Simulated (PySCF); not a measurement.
**Deuteron quadrupole couplings in `C#C[Si@@H]1[C@H](C=O)[C@@H]1F`**

Compound: C5H5FOSi.
Structure used (GFN2-xTB), in Å, numbered top down from 1:
```
atom  x, y, z in Å
C1     2.718    0.025    1.078
C2     1.924   -0.123    0.185
Si3    0.708   -0.366   -1.160
C4    -1.056    0.352   -0.820
C5    -1.193    1.206    0.349
O6    -1.566    2.355    0.324
C7    -0.932   -1.167   -0.656
F8    -1.095   -1.641    0.618
H9     3.405    0.159    1.864
H10    1.140   -0.449   -2.540
H11   -1.626    0.688   -1.679
H12   -0.887    0.726    1.297
H13   -1.545   -1.766   -1.324
```

Level: PBE0/pcSseg-1 (PySCF, non-relativistic); Q(2H) = 0.00286 b; rigid geometry, the same for H and D, with no vibrational averaging.

Task: Rank these positions by the coupling χzz of a deuteron there, largest first.
A. H11 (methine hydrogen)
B. H10 (Si–H hydrogen)
C. H12 (formyl hydrogen)
D. H9 (alkyne hydrogen)
E. H13 (methine hydrogen)

Result: D (259 kHz), A (217 kHz), E (208 kHz), C (179 kHz), B (116 kHz).

Task: Tabulate Vzz, the asymmetry η and χzz = 234.96 MHz × Q × Vzz for every hydrogen position.

Result: 
```csv
atom,bonded to,bond length (Å),Vzz (au),η,χzz (kHz)
H9,C1,1.052,0.3848,0.01,259
H10,Si3,1.449,0.1719,0.06,116
H11,C4,1.084,0.3231,0.07,217
H12,C5,1.106,0.2667,0.04,179
H13,C7,1.086,0.3101,0.13,208
```

Task: Average by the element that carries the hydrogen.

Result: on C: 216 kHz over 4 positions, mean bond length 1.082 Å; on Si: 116 kHz over 1 position, mean bond length 1.449 Å.

Isolated species at its GFN2-xTB geometry (one conformer only). GFN2-xTB bond lengths can be off by several hundredths of an ångström, more for odd bonds, and the gradients follow them. With so small a basis the couplings can be 20 % off.
